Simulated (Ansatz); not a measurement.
Geometry optimisation, RKS B3LYP/def2-SVP (Ansatz 0.2.0).

The input (input.yaml):

```yaml
crystal:
  periodic: [false, false, false]
  atoms:
    - { symbol: O, position_ang: [0.2324, 1.696, -0.2781] }
    - { symbol: C, position_ang: [-0.4897, 0.5054, -0.029] }
    - { symbol: Si, position_ang: [0.5142, -0.9718, 0.4169] }
    - { symbol: Cl, position_ang: [-1.333, 0.1364, -1.5128] }
    - { symbol: H, position_ang: [-0.2105, 2.058, -1.1359] }
    - { symbol: H, position_ang: [-1.2228, 0.718, 0.7554] }
    - { symbol: H, position_ang: [1.27201, -0.80319, 1.72087] }
    - { symbol: H, position_ang: [1.4628, -1.35632, -0.59343] }
    - { symbol: H, position_ang: [-0.40258, -2.21415, 0.62326] }
basis:
  gaussian: { orbitals: def2-SVP }
hamiltonian:
  xc: b3lyp
relax:
  f_tol: 0.015
  max_steps: 40
```

Launched with:

```bash
$ ansatz run input.yaml --threads 1 --pin off --max-ram 2048MiB --backend cpu --events-out ev --progress --plain --runs-dir out
```

Task: Where does it end, and by what steps?

Result: The run converged. After 10 steps the energy has fallen by 0.576 eV; H5 moved furthest, 0.57 Å.

```json
{"step": "0", "energy less start (eV)": "0.0000", "largest force component (eV/Å)": "2.219", "accepted": "yes"}
{"step": "1", "energy less start (eV)": "-0.3739", "largest force component (eV/Å)": "1.117", "accepted": "yes"}
{"step": "2", "energy less start (eV)": "-0.4774", "largest force component (eV/Å)": "0.599", "accepted": "yes"}
{"step": "3", "energy less start (eV)": "-0.5308", "largest force component (eV/Å)": "0.429", "accepted": "yes"}
{"step": "4", "energy less start (eV)": "-0.5433", "largest force component (eV/Å)": "0.722", "accepted": "yes"}
{"step": "5", "energy less start (eV)": "-0.5645", "largest force component (eV/Å)": "0.342", "accepted": "yes"}
{"step": "6", "energy less start (eV)": "-0.5705", "largest force component (eV/Å)": "0.290", "accepted": "yes"}
{"step": "7", "energy less start (eV)": "-0.5715", "largest force component (eV/Å)": "0.362", "accepted": "yes"}
{"step": "8", "energy less start (eV)": "-0.5719", "largest force component (eV/Å)": "0.474", "accepted": "yes"}
{"step": "9", "energy less start (eV)": "-0.5757", "largest force component (eV/Å)": "0.017", "accepted": "yes"}
{"step": "10", "energy less start (eV)": "-0.5757", "largest force component (eV/Å)": "0.005", "accepted": "yes"}
```

```xyz
9
Properties=species:S:1:pos:R:3
O 0.354 1.526 -0.425
C -0.495 0.480 -0.137
Si 0.531 -1.031 0.439
Cl -1.472 -0.061 -1.633
H -0.164 2.319 -0.632
H -1.289 0.750 0.580
H 1.296 -0.651 1.662
H 1.465 -1.420 -0.649
H -0.403 -2.144 0.762
```

Whether the end is a true minimum wasn't checked by a vibrational analysis.

Time of the run: 38 s on 1 thread of Arm Neoverse V2 (shared host), peak memory 0.17 GiB.
